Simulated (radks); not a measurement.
Results of a calculation; reference values are marked as such.
Problem. Code: a radial shooting solver on a logarithmic mesh with Libxc functionals. Model: scalar-relativistic Kohn-Sham, LDA (Slater exchange, Perdew-Wang correlation), spin-polarised, spherical densities, finite nucleus; Fermi nuclear charge, rms radius of each element as measured or else 0.836 A^(1/3) + 0.57 fm. Response by self-consistent Sternheimer equations with the Hartree and adiabatic LDA kernel, the relativistic mass of each level held fixed and spin-orbit coupling left out. Rank Kr, Nb5+, Ru8+, Rb+, Mo6+, Tc7+, Zr4+, Sr2+ (NIST ground configurations) by static dipole polarisability, largest first.

Solution. Kr 18.08, Rb+ 9.461, Sr2+ 5.933, Zr4+ 2.987, Nb5+ 2.273, Mo6+ 1.783, Tc7+ 1.431, Ru8+ 1.170 bohr^3.
